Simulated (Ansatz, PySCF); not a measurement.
Molecule: MgCl, net charge 1, singlet state. SMILES: [Mg+][Cl]
Geometry: optimised at B3LYP-D3(BJ)/def2-TZVP (Ansatz, a program for electronic structure).

Quantity: vertical ionisation energy (to the doublet state of charge +2; each state is the SCF solution reached for its spin), in eV. Cores are frozen in the correlated levels unless marked. Open shells are spin-unrestricted. No spin-orbit coupling. Non-relativistic. 

```tsv
level	program	vertical ionisation energy (eV)
B3LYP/def2-TZVPD	Ansatz	16.75
PBE0/def2-TZVPD	Ansatz	16.63
wB97M-V/def2-TZVPD	Ansatz	16.65
CCSD/def2-TZVPPD	Ansatz	16.31
CCSD(T)/def2-TZVPPD	Ansatz	16.39
CCSD(T)/def2-QZVPPD	Ansatz	16.51
```

For comparison, minus the highest occupied orbital energy (PySCF): 15.16 eV at M06-2X/def2-TZVPD, 13.17 eV at TPSSh/def2-TZVPD, 13.99 eV at PW6B95/def2-TZVPD.
